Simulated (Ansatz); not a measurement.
Reaction (formal exchange of groups at a Te–Al bond): `C[CH2][AlH][TeH]` + `C[SiH2]O` → `O[SiH2]C[TeH]` + `C[CH2][AlH2]`

Gas-phase electronic energies from Ansatz, PBE0-D4/def2-TZVP geometries. CBS: MP2 limit from def2 TZ/QZ plus the TZ coupled-cluster correction, frozen cores. This one scheme is used for every species. Functionals use def2-TZVPP. B3LYP here is the variant with VWN-RPA as its local correlation; programs differ in this. def2 core potentials past Kr. For Te outer-core shells are correlated without core-valence functions, which leaves a few kJ/mol of doubt a bond. One conformer a species, not always the lowest.

| level | ΔE (kcal/mol) | difference from CCSD(T)/CBS |
| --- | --- | --- |
| PBE-D4 | 38.6 | 0.3 |
| r2SCAN-D4 | 40.3 | 2.0 |
| ωB97X-V | 38.3 | 0.0 |
| ωB97M-V | 38.4 | 0.1 |
| B2PLYP | 39.1 | 0.8 |
| PBE | 39.3 | 1.0 |
| PBE0 | 40.4 | 2.1 |
| B3LYP | 39.2 | 0.9 |
| MP2/def2-TZVPP | 39.0 | 0.7 |
| SCS-MP2/def2-TZVPP | 38.0 | -0.3 |
| CCSD/def2-TZVPP | 38.7 | 0.4 |
| CCSD(T)/def2-TZVPP | 38.3 | 0.0 |
| MP2/def2-QZVPP | 38.9 | 0.6 |
| HF/CBS(def2) | 40.7 | 2.4 |
| MP2/CBS(def2) | 39.1 | 0.8 |
| CCSD/CBS(def2) | 38.7 | 0.4 |
| CCSD(T)/CBS | 38.3 | 0 |

Largest T1 diagnostic among the species: 0.011.

From PBE to PBE0 (25 % exact exchange), in def2-TZVPP and without D4, ΔE moves by +1.0 kcal/mol. The D4 term adds −1.2 kcal/mol with B3LYP and −0.5 kcal/mol with PBE0; it sums over pairs of atoms, weighted by their polarisabilities, and B3LYP, whose exchange is more repulsive, gets the larger term.
